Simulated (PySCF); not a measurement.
Compound: C₄H₂N₄.
Geometry (GFN2-xTB, Å), atoms numbered from 1 in this order:
```xyz
10
C4H2N4 angstrom
N      3.2842    0.1795   -0.0173
C      2.1608   -0.0374   -0.0085
C      0.7556   -0.2568    0.0016
C     -0.1435    0.8125   -0.0216
C     -1.4805    0.4374   -0.0072
N     -1.8377   -0.8392    0.0221
N     -0.9413   -1.7674    0.0411
N      0.3159   -1.5207    0.0341
H      0.1826    1.8402   -0.0476
H     -2.2872    1.1566   -0.0192
```

Method: TDDFT B3LYP/def2-SVPD, vertical, gas phase, core orbitals frozen in the response (PySCF).

Frontier orbitals with the atoms that hold most of them (Löwdin shares over 4%, at most four atoms; ? is withheld):

| orbital | ε (eV) | atoms |
| --- | --- | --- |
| LUMO+2 | -0.27 | N1 38%, C2 34%, C3 9%, C4 4% |
| LUMO+1 | -2.83 | N7 22%, N8 22%, C5 19%, C4 18% |
| LUMO | -3.36 | ? |
| HOMO | -7.49 | N7 47%, N6 20%, N8 19%, C5 5% |
| HOMO-1 | -8.44 | ? |
| HOMO-2 | -9.52 | N1 25%, C2 17%, C4 15%, C3 14% |
| HOMO-3 | -10.16 | C5 25%, N8 23%, C4 16%, N7 13% |

Give the leading atoms of the HOMO-1.

N6 (bonded to C and N) 39%; N8 (bonded to C and N) 35%; C5 (bonded to C, N and H) 7%; C3 (bonded to 2 C and N) 6%. By element: nitrogen 74% or more, carbon 13% or more.

Give the leading atoms of the LUMO.

C3 (bonded to 2 C and N) 20%; N6 (bonded to C and N) 20%; C4 (bonded to 2 C and H) 13%; N1 (bonded to C) 12%. By element: carbon 33% or more, nitrogen 32% or more.

The HOMO–LUMO gap is 4.13 eV. Where does the response calculation put the lowest singlet, and from which orbitals?

S1 is at 2.90 eV (f = 0.0004), 1.23 eV below the gap, made of HOMO→LUMO (99%). Without the coupling terms of the response equations the lowest excitation would equal the gap.

Give energy, strength and leading configuration of S1, S2, S3, S4 and S6, and follow the Löwdin shares of the leading atoms from the occupied to the empty orbital.

- S1 (2.90 eV, f 0.0004), HOMO→LUMO (99%): N7 47% → at most 12%, N6 20% → 20%, C3 at most 5% → 20%
- S2 (3.34 eV, f 0.0030), HOMO→LUMO+1 (100%): N7 47% → 22%, N6 20% → at most 19%, N8 19% → 22%
- S3 (3.76 eV, f 0.0019), HOMO-1→LUMO (99%): N6 39% → 20%, N8 35% → at most 12%, C3 6% → 20%
- S4 (4.15 eV, f 0.0013), HOMO-1→LUMO+1 (100%): N6 39% → at most 19%, N8 35% → 22%, N7 at most 6% → 22%
- S6 (5.86 eV, f 0.171), HOMO-2→LUMO (72%): N1 25% → 12%, C2 17% → at most 12%, C3 14% → 20%, N6 at most 14% → 20%
